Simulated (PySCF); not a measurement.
Molfile (atoms numbered from 1):
```
C9H8O
     RDKit          3D

 18 18  0  0  0  0  0  0  0  0999 V2000
    3.5785   -0.7883    0.0087 C   0  0  0  0  0  0  0  0  0  0  0  0
    2.2462   -0.8760    0.0553 C   0  0  0  0  0  0  0  0  0  0  0  0
    1.4117    0.3457   -0.1281 C   0  0  0  0  0  0  0  0  0  0  0  0
    1.9341    1.4282   -0.3123 O   0  0  0  0  0  0  0  0  0  0  0  0
   -0.0798    0.2260   -0.0851 C   0  0  0  0  0  0  0  0  0  0  0  0
   -0.8225    1.3992   -0.2823 C   0  0  0  0  0  0  0  0  0  0  0  0
   -2.2109    1.3716   -0.2581 C   0  0  0  0  0  0  0  0  0  0  0  0
   -2.8803    0.1666   -0.0346 C   0  0  0  0  0  0  0  0  0  0  0  0
   -2.1538   -1.0057    0.1638 C   0  0  0  0  0  0  0  0  0  0  0  0
   -0.7610   -0.9777    0.1384 C   0  0  0  0  0  0  0  0  0  0  0  0
    4.2201   -1.6629    0.1373 H   0  0  0  0  0  0  0  0  0  0  0  0
    4.0458    0.1860   -0.1633 H   0  0  0  0  0  0  0  0  0  0  0  0
    1.7635   -1.8400    0.2246 H   0  0  0  0  0  0  0  0  0  0  0  0
   -0.2710    2.3257   -0.4539 H   0  0  0  0  0  0  0  0  0  0  0  0
   -2.7785    2.2920   -0.4137 H   0  0  0  0  0  0  0  0  0  0  0  0
   -3.9726    0.1421   -0.0148 H   0  0  0  0  0  0  0  0  0  0  0  0
   -2.6743   -1.9499    0.3396 H   0  0  0  0  0  0  0  0  0  0  0  0
   -0.2140   -1.9080    0.2963 H   0  0  0  0  0  0  0  0  0  0  0  0
  1  2  2  0
  2  3  1  0
  3  4  2  0
  3  5  1  0
  5  6  2  0
  6  7  1  0
  7  8  2  0
  8  9  1  0
  9 10  2  0
 10  5  1  0
  1 11  1  0
  1 12  1  0
  2 13  1  0
  6 14  1  0
  7 15  1  0
  8 16  1  0
  9 17  1  0
 10 18  1  0
M  END
```

Computational details: geometry from PBE0-D3(BJ)/def2-SVP, shieldings: GIAO KT2/pcSseg-1, in PySCF 2.14.0 with density-fitted response routines (no relativistic terms, no solvent, rapidly exchanging positions averaged, one conformer).

Scale: 13C (σ = 183.22 ppm) and 1H (σ = 31.18 ppm) vs TMS; H2O for 17O (σ = 330.66 ppm) (reference shieldings calculated alike).

| atoms | nucleus | count | δ (ppm) |
| --- | --- | --- | --- |
| O4 | 17O | 1 | ? |
| H15/H17 | 1H | 2 | ? |
| H11 | 1H | 1 | 5.93 |
| C7/C9 | 13C | 2 | 123.7 |
| C1 | 13C | 1 | 129.1 |
| C3 | 13C | 1 | 172.6 |
| C2 | 13C | 1 | 123.6 |
| H16 | 1H | 1 | 7.31 |
| H12 | 1H | 1 | 6.96 |
| H13 | 1H | 1 | 7.23 |
| C8 | 13C | 1 | 128.1 |
| H14/H18 | 1H | 2 | 8.03 |
| C6/C10 | 13C | 2 | ? |
| C5 | 13C | 1 | ? |

Problem. Complete the table.

Solution. 
- C5: 129.7 ppm, substituted aromatic carbon
- C6/C10: 123.5 ppm, aromatic CH
- H15/H17: 7.31 ppm, hydrogen on an aromatic CH; it sits in the deshielding region of the aromatic ring current
- O4: 522.7 ppm, ketone oxygen

Shifts are as computed. Against solution values, carbons near 30 ppm lie about +2 ppm off and those near 130 ppm about -5 ppm. Of 1211 compounds with measured shifts, 218 miss one by over three times the rms of a fit or turn the order of signals round; such compounds aren't used in these exercises. Unscaled 17O shifts of doubly bonded oxygen tend to come out too high, by tens of ppm or more. Experimental scales use liquid or dissolved standards, which lie at an offset from isolated H2O (liquid H2O: subtract about 36 ppm).
